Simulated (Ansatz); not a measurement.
H₆HfO₄Sn, SMILES [SnH3][O][Hf]([OH])([OH])[OH], multiplicity 1.

The structure is a stationary point at B3LYP-D3(BJ)/def2-SVP. The spin state was assumed, not searched. The def2 effective core potentials stand for the cores of Hf, Sn; spin–orbit coupling is left out. The values are those of a single conformer.

Two levels are set side by side: PBE/def2-SVPD (Ansatz, a program for electronic structure) and PBE0/def2-SVPD (Ansatz). Energy differences of separate SCF runs at the same geometry; the states with an electron removed or added have multiplicity 2 and 2. Differences are taken from unrounded values.

```csv
quantity,PBE
vertical ionisation energy (eV),9.17
vertical singlet–triplet gap (eV),5.41
```

Problem. These are the PBE values. What does PBE0 give? (The exact figures need the calculation; the answer reports its results.)

Solution. 
```json
[
 {"quantity": "vertical ionisation energy (eV)", "PBE0": "9.82", "PBE minus PBE0": "-0.65"},
 {"quantity": "vertical singlet–triplet gap (eV)", "PBE0": "5.93", "PBE minus PBE0": "-0.53"}
]
```
